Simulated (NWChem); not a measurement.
## Atomisation of C$_{3}$H$_{3}$

SMILES: [CH]=C=C
```xyz
6

C      0.0000     0.0000    -1.2570
C      0.0000     0.0000     0.1136
C      0.0000     0.0000     1.3456
H      0.9392     0.0000    -1.8165
H     -0.9392     0.0000    -1.8165
H      0.0000     0.0000     2.4197
```
Charge 0, spin multiplicity 2.

Everything below was run with NWChem. The geometry was optimised at UPBE0/def2-SVP, a minimum by its harmonic frequencies.

Basis set: def2-TZVP. The atomisation energy is electronic alone: no zero-point, thermal, spin-orbit or counterpoise terms. No value is extrapolated to the basis-set limit. Free atoms are single determinants with multiplicities C 3, H 2.

B3LYP has NWChem's definition, with VWN1-RPA local correlation. The structure started from a generated list of species. The unpaired electrons of the parent sit in orbitals of symmetry b2 (C2v labels of the run); other states weren't searched. No SCF solution was tested for a lower state.

### Question
One of these methods gave an atomisation energy of 697.1 kcal/mol. Which?
A. PBE
B. B3LYP
C. LDA (SVWN5)
D. BP86

### Answer
C, LDA (SVWN5). The others give 627.9 (PBE), 606.8 (B3LYP), 629.8 (BP86).
